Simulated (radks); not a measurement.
The numbers below are computed, except where a source is named.
Question: Species: Cd33+. Configuration: [Ne] 3s2 3p3 (the NIST ground configuration). Code: a radial shooting solver on a logarithmic mesh with Libxc functionals. Model: Dirac Kohn-Sham, PBE, spin-unpolarised, spherical densities, point nucleus; open shells are shared between the two j in proportion to 2j + 1. Some entries of the table are withheld. Estimate them.

| orbital | occ. | eigenvalue (hartree) | <r^2> (bohr^2) | r(max) (bohr) |
|---|---|---|---|---|
| 1s1/2 | 2 | -1041.204 | 0.001249 | 0.01967 |
| 2s1/2 | 2 | -208.9766 | 0.01979 | 0.1107 |
| 2p1/2 | 2 | -199.7235 | 0.01471 | 0.08542 |
| 2p3/2 | 4 | -192.4702 | 0.01594 | 0.08967 |
| 3s1/2 | 2 | -80.01029 | 0.1156 | 0.3012 |
| 3p1/2 | 1 | (1) | (2) | 0.2848 |
| 3p3/2 | 2 | (3) | (4) | 0.2925 |
| 3d3/2 | 0 | -70.09239 | 0.08588 | (5) |
| 3d5/2 | 0 | -69.68233 | 0.08725 | (6) |
| 4s1/2 | 0 | -41.65620 | 0.4063 | 0.6054 |

Answer: 
(1) 3p1/2 eigenvalue (hartree): -76.69412
(2) 3p1/2 <r^2> (bohr^2): 0.1069
(3) 3p3/2 eigenvalue (hartree): -74.94038
(4) 3p3/2 <r^2> (bohr^2): 0.1121
(5) 3d3/2 r(max) (bohr): 0.2305
(6) 3d5/2 r(max) (bohr): 0.2327
